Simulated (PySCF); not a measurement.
## Computed structure and properties of Tl2

System: Tl2 (triplet); start: template (D∞h). Method: PySCF 2.14.0, UKS BP86, Tl def2-SVP with ECP60; non-relativistic Hamiltonian with scalar-relativistic core potentials where named; density fitting; no spin-orbit coupling.

Input of the relaxation:

```python
mol = gto.M(atom='''
Tl    -0.00000    -0.00000     1.57500
Tl     0.00000     0.00000    -1.57500''',
    basis={'Tl': 'def2-SVP'},
    ecp={'Tl': 'def2-SVP'},
    charge=0, spin=2)
mf = dft.UKS(mol, xc='B88,P86')
mf.grids.atom_grid = (50, 194)
mf = mf.density_fit()  # fitting sets: Tl def2-universal-JKFIT
mf.conv_tol = 1e-08; mf.max_cycle = 55
mf.kernel(dm0)  # dm0: converged density of the start geometry
# quasi-Newton relaxation in Cartesian coordinates to a largest gradient under 0.00045 Eh/bohr, steps kept in the point group
```

Run from Python with OMP_NUM_THREADS=2; the lines above give its settings. Where DIIS fails, smearing, a level shift and second-order steps follow.
It took 3.7 s on 2 threads of Arm Neoverse V1, on a shared host, from the converged density of the start.

Course of the relaxation:

```tsv
step	energy above end (eV)	largest force component within the symmetry (eV/Å)
0	0.0028	0.115
1	0.0015	0.083
2	0.0000	0.003
```

Relaxed geometry (D∞h):

```xyz
2

Tl    0.0000    0.0000    1.5991
Tl    0.0000    0.0000   -1.5991
```

```tsv
contact	Å
Tl2–Tl1	3.198
```

On the finer grid (75, 302):

```json
{
  "HOMO": "-3.29 eV",
  "LUMO": "-3.18 eV",
  "Dipole about the centre of mass": "0.00 D",
  "Spin squared": "2.002",
  "Set of Mulliken populations of Tl1 outside the core potential": "s 3.95, p 7.04, d 10.01",
  "D3(BJ) dispersion energy (not in the energies)": "-0.126 eV"
}
```

| atom | Mulliken (e) | Löwdin (e) | spin (e) |
| --- | --- | --- | --- |
| Tl1 | 0.00 | 0.00 | 1.00 |
| Tl2 | 0.00 | 0.00 | 1.00 |

On the grid (50, 194), as all that follows. Harmonic modes: a minimum; lowest 77 cm⁻¹ (negative: unstable), highest 77 cm⁻¹, zero-point energy 0.005 eV.

One start shape was tried, so this needn't be the lowest isomer.

Open shells may have lower solutions than the one found.
